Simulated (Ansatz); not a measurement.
Cartesian coordinates in Å:
```
C 0.780 0.407 0.141
C 0.697 -0.543 -0.583
Zn -2.953 0.271 0.884
H 0.857 1.253 0.784
H 0.620 -1.388 -1.225
```

The species carries charge 0 and has multiplicity 1. The bonds changed during the relaxation, so this is another structure than the one it started from.

**Question.** List the PBE0/def2-TZVPP orbital energies in eV (Ansatz). (An estimate is asked.)

**Answer.** The calculation gave: Occupied: -9458.04, -1151.47, -1013.79, -1013.79, -1013.79, -278.54, -278.46, -132.20, -87.95, -87.95, -87.95, -21.29, -16.01, -14.02, -13.21, -13.21, -13.21, -13.21, -13.21, -8.57, -8.52, -6.35. Lowest empty: -0.50, -0.36, -0.17, 0.79, 0.91, 1.97, 2.68, 3.79.
